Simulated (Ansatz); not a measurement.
Relaxation of CH$_{4}$AlBO (8 atoms, charge 0, multiplicity 1), to a largest force component of 0.02 eV/Å in at most 40 steps.

Level of theory: UKS LDA/STO-3G (Ansatz).

```xyz
8
Properties=species:S:1:pos:R:3
O -1.043 1.623 -1.472
B -0.483 1.126 -0.411
C 0.194 0.481 0.628
Al 0.787 -1.366 0.490
H -1.980 1.566 -1.648
H 0.454 0.973 1.561
H 2.204 -1.884 0.866
H -0.134 -2.520 -0.014
```

Q: Where does it end, and by what steps?

A: The run converged. Limits of this set-up: minimal basis. After 17 steps the energy has fallen by 0.597 eV; H8 moved furthest, 0.88 Å.

```csv
step,energy less start (eV),largest force component (eV/Å),accepted
0,0.0000,3.690,yes
1,-0.3763,0.940,yes
2,-0.4256,1.383,yes
3,-0.4646,2.031,yes
4,-0.5222,1.038,yes
5,-0.5539,0.556,yes
6,-0.5721,0.236,yes
7,-0.5772,0.258,yes
8,-0.5823,0.274,yes
9,-0.5859,0.285,yes
10,-0.5899,0.287,yes
11,-0.5916,0.287,yes
12,-0.5949,0.126,yes
13,-0.5960,0.154,yes
14,-0.5965,0.043,yes
15,-0.5966,0.047,yes
16,-0.5967,0.025,yes
17,-0.5967,0.010,yes
```

```xyz
8
Properties=species:S:1:pos:R:3
O -1.094 1.240 -1.473
B -0.402 0.986 -0.367
C 0.424 0.588 0.638
Al 0.695 -1.236 0.426
H -2.105 1.186 -1.329
H 0.901 1.162 1.433
H 1.624 -1.980 1.352
H -0.044 -1.945 -0.680
```

Run time: 46 s on 1 thread of Intel(R) Xeon(R) Platinum 8259CL CPU @ 2.50GHz (Skylake/Cascade Lake) (shared host), peak memory 0.17 GiB.
